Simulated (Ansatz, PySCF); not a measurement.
Gas-phase reaction (SMILES): C[O][Al]([Cl])[Cl] + F (HF) → [F][Al]([Cl])[Cl] + CO (CH4O); hydrogen fluoride cleaves one Al-O bond, a model of a ligand-exchange step.

Structures are relaxed separately at B3LYP-D3(BJ)/def2-TZVP in Ansatz (a quantum-chemistry and plane-wave program), one conformer each, not searched for the lowest. Valence correlation only, unless marked. Spin-orbit coupling is left out. Non-relativistic. CBS marks a two-point X^-3 extrapolation of the correlation energy; Hartree-Fock from the larger set. Thermal terms are rigid-rotor harmonic-oscillator values from B3LYP-D3(BJ) frequencies (Ansatz or PySCF) at 298.15 K and 1 atm. 1 Eh = 627.5095 kcal/mol.

```csv
species,"E, CCSD(T)/CBS(cc-pV(T+d)Z,cc-pV(Q+d)Z) (Ansatz) (Eh)","E, B3LYP-D3(BJ)/def2-TZVPD (Ansatz + dftd3) (Eh)",H - E (Eh)
C[O][Al]([Cl])[Cl],-1276.77950,-1278.30585,0.05367
F (HF),-100.39146,-100.49389,0.01259
[F][Al]([Cl])[Cl],-1261.57724,-1263.03388,0.01172
CO (CH4O),-115.60979,-115.78119,0.05533
```

### Question
Work out ΔE and ΔH at 298.15 K at the first level, then ΔH at the second.

### Answer

1. ΔE = [(-1261.57724) + (-115.60979)] - [(-1276.77950) + (-100.39146)] = -0.01607 Eh = -10.1 kcal/mol at CCSD(T)/CBS(cc-pV(T+d)Z,cc-pV(Q+d)Z).
2. The terms H - E add up to 0.00079 Eh, so ΔH = (-0.01607 + (0.00079))×627.5095 = -9.6 kcal/mol.
3. At B3LYP-D3(BJ)/def2-TZVPD the same steps give ΔE = -9.6 and ΔH = -9.1 kcal/mol, a shift of +0.5 from the first level.
4. These values are not checked against measurement here, since the tables used lack a sound gas-phase enthalpy of formation for at least one species.
